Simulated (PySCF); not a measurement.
# Orbital energies, ionisation energy and electron affinity

C5H6F2.
Z-matrix (Å and degrees, PBE0-D3(BJ)/def2-SVP geometry), rows numbered from 1:
```
C 
C   1  1.3401
C   2  1.4520  1  123.67
C   3  1.3402  2  124.22  1  -179.90
C   4  1.4909  3  123.64  2  -179.27
F   5  1.3563  4  110.07  3  -126.52
F   5  1.3511  4  111.45  3    -6.78
H   1  1.0924  2  121.67  3  -179.97
H   1  1.0944  2  121.17  3     0.07
H   2  1.0963  1  119.56  3  -179.96
H   3  1.0956  2  117.28  1     0.03
H   4  1.0951  3  121.26  2    -0.11
H   5  1.1067  4  112.29  3   114.12
```

Level: CAM-B3LYP/def2-SVPD (PySCF). Frontier orbitals with their largest atomic shares (Löwdin; up to four atoms above 4 %):

| orbital | ε (eV) | main atoms |
| --- | --- | --- |
| HOMO−3 | -11.89 | C2 21 %, C1 14 %, C3 13 %, H10 12 % |
| HOMO−2 | -11.34 | F6 18 %, C4 15 %, C3 12 %, C5 12 % |
| HOMO−1 | -11.17 | C2 23 %, C3 23 %, C4 14 %, C1 13 % |
| HOMO | -8.46 | ? |
| LUMO | -0.31 | C1 24 %, C4 22 %, C3 17 %, C2 15 % |
| LUMO+1 | 1.48 | C4 15 %, C2 13 %, C5 13 %, C1 12 % |
| LUMO+2 | 1.71 | C1 26 %, H9 19 %, H11 12 %, H12 9 % |

Problem. What vertical ionisation energy does ΔSCF give, and how far is −ε(HOMO) from it?

Solution. ΔSCF: 9.26 eV (894 kJ/mol; threshold wavelength 134 nm); ⟨S²⟩ of the doublet left behind is 0.782, against 0.75 for a pure doublet. −ε(HOMO) is 8.46 eV, 0.80 eV below it. In exact Kohn–Sham theory the two would be equal; CAM-B3LYP (range-separated hybrid) falls short of its own ΔSCF value by 9 %.

Problem. On which atoms does the HOMO lie?

Solution. C1 (terminal =CH2 carbon) 25 %, C4 (alkene CH carbon) 24 %, C2 (alkene CH carbon) 20 %, C3 (alkene CH carbon) 17 %, so no atom holds as much as 40 %. The HOMO−1 lies 2.71 eV lower.

Problem. And the vertical electron affinity, the fundamental gap, Mulliken's electronegativity and the hardness (with the factor ½)?

Solution. EA = -0.42 eV by ΔSCF (−ε(LUMO) = 0.31 eV); a negative value means that the added electron isn't bound at this geometry and level, and the number then depends on the basis. IE − EA = 9.68 eV against an orbital gap of 8.15 eV; (IE + EA)/2 = 4.42 eV; (IE − EA)/2 = 4.84 eV.

Problem. How many of the 10 lowest singlet excitations (vertical TDDFT, same level) lie below the ionisation energy?

Solution. All 10; they run from 5.81 to 8.40 eV.

Problem. With α = 69.7 au, estimate the like-pair dispersion coefficient by London's formula C6 = (3/4)α²I.

Solution. I = 0.3403 Eh, so C6 ≈ 1240 au, a rough estimate.

The structure is a single PBE0-D3(BJ)/def2-SVP conformer in the gas phase; no vibrational or solvent corrections.
